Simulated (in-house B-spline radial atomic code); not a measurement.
I²⁺. Computed with a B-spline radial atomic code. Model: non-relativistic spherical atom: semilocal Troullier-Martins pseudo-atom, one channel per l, against all electrons, high spin, G0W0 and RPA with empty states to l = 8, local potential for every l without a channel, a model core (radius 0 = none) keeps its share of the functional.

The core holds an angular momentum without a channel of its own, so the local potential lets valence electrons into it.

Without relativity these are model numbers for so heavy an element.

What the tables leave out is listed at the end.

The pseudopotential gives back the lowest level of each angular momentum of its own functional in the configuration it was made in; a second state of the same l is only approximately right. Exact exchange, RPA and GW see the smooth pseudo-orbitals and miss the exchange with the core, for which the functional's share stands in. The column with an uncorrelated core keeps all orbitals and exact exchange, and so separates missing core correlation from pseudisation. Only the three outermost levels and the lowest empty one were computed. RPA here is direct RPA, with no exchange kernel, and its energies carry an (l + 1/2)⁻⁴ tail. A hybrid on a potential with a model core restores only its own semilocal share of the core's exchange.

Command:
```bash
python run_psgw.py task.json out
```
Settings (lengths in bohr, energies in hartree):
```
Z                      53
electrons              51
configuration          [Kr] 4d10 5s2 5p3
generated_in           [Kr] 4d10 5s2 5p5
functional             pbe,pbe
core_shells            9
radius_factor          0.8
core_correction        False
```

Time taken, with all properties: 35 s on 1 thread of Arm Neoverse N1, on a shared host.

Given: made with PBE; model core radius 0 bohr; local radius 1.451 bohr; mean-field start Hartree-Fock.

Valence shells of the generating configuration: 5s, 5p.

Channel: s 1.419, p 1.632 (radii in bohr).

Computed: largest level miss in the spin-unpolarised generating configuration 0 eV; valence RPA correlation energy pseudo -0.21743 hartree; all-electron RPA polarisability, core included 9.3945 bohr³; pseudo-atom RPA polarisability 11.466 bohr³.

```csv
level,occupied,mean-field all-electron (eV),mean-field pseudo minus all (eV),G0W0 all-electron (eV),G0W0 uncorrelated core minus all (eV),G0W0 pseudo minus all (eV),exchange self-energy all-electron (eV),exchange self-energy pseudo (eV)
5p up,1,-30.16,0.009,-30.806,0.325,-0.226,-19.531,-16.246
5s down,1,-35.415,0.176,-37.606,0.84,0.527,-17.165,-12.477
```

(1) What is the valence RPA correlation energy all-electron orbitals?

## Answers

(1) -0.13071 hartree.

Among the listed levels the largest G0W0 shift of the pseudo-atom is +0.53 eV, for 5s down on the Hartree-Fock start, while leaving the core uncorrelated moves that level by +0.84 eV. The rest, -0.31 eV, comes from pseudisation and the lost core exchange. Not in the tables (levels of low weight, unsolved or above zero; the highest and the empty levels are kept at any weight): the PBE start was refused, since an empty level lay at or below an occupied one; the PBE0 start was refused, since an empty level lay at or below an occupied one; on Hartree-Fock the pseudo-atom's empty level 5d up at -25.5 eV, below the lowest empty all-electron level, a spurious state that also inflates its RPA energy and polarisability; on Hartree-Fock the G0W0 levels 5s up (pseudo minus all -1.67 eV, weights 0.59 and 0.85).
